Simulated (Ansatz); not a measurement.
A run for Ansatz (a program for electronic structure): U-CCSD(T)/cc-pV(D+d)Z on AlH4N (SMILES [NH2][AlH2]), a point of a bond scan (R = 1.210 Å). Files ending in .json are basis or fitting sets from the Basis Set Exchange.

Ansatz 0.2 input:
```yaml
crystal:
  periodic: [false, false, false]
  atoms:
    - {symbol: Al, position_ang: [0.01202691, -0.28251526, -0.58588261]}
    - {symbol: H, position_ang: [-1.25287826, -0.11264194, -1.51237750]}
    - {symbol: H, position_ang: [1.30419113, -1.09271048, -0.98729284]}
    - {symbol: N, position_ang: [-0.02070206, 0.48629669, 1.00848631]}
    - {symbol: H, position_ang: [-0.94329504, 1.13582625, 1.44552558]}
    - {symbol: H, position_ang: [0.72678123, 0.44640271, 1.68405446]}
basis:
  gaussian:
    orbitals: cc-pV_D+d_Z.json
correlation: {method: ccsd_t, electrons: outside_noble_gas}
scf: {omitted_lower_state_checks: [cluster_reference]}
magnetization: {spin_polarized: true, initial_magnetization: 0}
```

Output:

```
WARN ansatz: RAYON_NUM_THREADS=2 ignored (pool sized by the plan → 2); use --threads N
Functional definition: HF
these checks for a lower state are left out or cut short: cluster_reference
integrals: 0.04 GiB planned
556 factors; integrals over basis functions are off by at most 1.5e-3 eV
mean field: 0.12 GiB planned
mean field evaluation 1: about -8125.5798 eV, gradient 2.2e1 eV
mean field evaluation 2: about -8125.6017 eV, gradient 2.2e1 eV
mean field evaluation 4: about -8127.9439 eV, gradient 1.5e0 eV
mean field evaluation 8: about -8127.9673 eV, gradient 4.7e-4 eV
mean field -8127.96732984 eV, -298.6972900374 hartree, gradient 1.3e-6 eV, S^2 0.000000; 0 other end points of the search recorded, 0 dependent functions left out
6 core orbitals not correlated
reference -8127.96732984 eV, -298.6972900374 hartree; 6, 6 occupied and 45, 45 virtual orbitals, 556 factors
second order -6.85632420 eV of doubles, -0.00000000 eV of singles
coupled cluster: 0.14 GiB planned
cycle   1  -7.31764878 eV  change   -4.6e-1 eV  update   7.2e-2
cycle   2  -7.57126646 eV  change   -2.5e-1 eV  update   2.4e-2
cycle   3  -7.63383161 eV  change   -6.3e-2 eV  update   1.3e-2
cycle   4  -7.63260447 eV  change    1.2e-3 eV  update   4.5e-3
cycle   5  -7.63189191 eV  change    7.1e-4 eV  update   1.9e-3
cycle   6  -7.63160113 eV  change    2.9e-4 eV  update   5.6e-4
cycle   7  -7.63147600 eV  change    1.3e-4 eV  update   1.4e-4
cycle   8  -7.63149143 eV  change   -1.5e-5 eV  update   4.5e-5
cycle   9  -7.63148930 eV  change    2.1e-6 eV  update   1.0e-5
perturbative correction -0.17975660 eV, -0.0066059333 hartree
Total energy: -8135.77857574 eV, -298.9843480295 hartree
Checks for a lower state left out: cluster_reference
```

Self-consistency was reached.

Cost: roughly 4 core-seconds.
